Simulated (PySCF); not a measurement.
C₆ coefficients of unlike pairs at UHF

Calculated with PySCF 2.14 from the dipole response of each species, C₆(A,B) = (3/π) ∫ α_A(iu) α_B(iu) du, in atomic units, from isotropic polarisabilities. For ions this is the dispersion term alone; charge-induced terms of lower order in 1/R come first.

| species | configuration | basis | relativity | α (bohr³) | C₆ (like pair) |
| --- | --- | --- | --- | --- | --- |
| F³⁺ | [He] 2s2 2p2 (3P) | dyall-av3z (15s9p3d2f) | spin-free X2C | 0.9753 | 0.8663 |
| Rh³⁺ | [Kr] 4d6 (5D) | aug-cc-pVDZ-PP with ECP28MDF (5s5p4d2f) | core potential | 4.349 | 19.70 |
| Mg⁺ | [Ne] 3s1 (2S) | dyall-av3z (20s13p6d4f) | spin-free X2C | 38.52 | 177.8 |
| Cd | [Kr] 4d10 5s2 (1S) | def2-QZVPPD with the def2 core potential (28 electrons) (7s5p4d4f2g) | core potential | 63.43 | 610.1 |

Estimate C₆ for Cd with Mg⁺.

The integral gives 324.8. The combination rule 2 C_A C_B / (C_A α_B/α_A + C_B α_A/α_B) gives 327.1 and the geometric mean 329.4.

No spin-orbit coupling is included.

The other pairs:

```csv
pair,C₆
"Mg⁺, F³⁺",8.195
"Rh³⁺, F³⁺",4.120
"Cd, F³⁺",17.66
"Mg⁺, Rh³⁺",37.61
"Cd, Rh³⁺",81.94
```
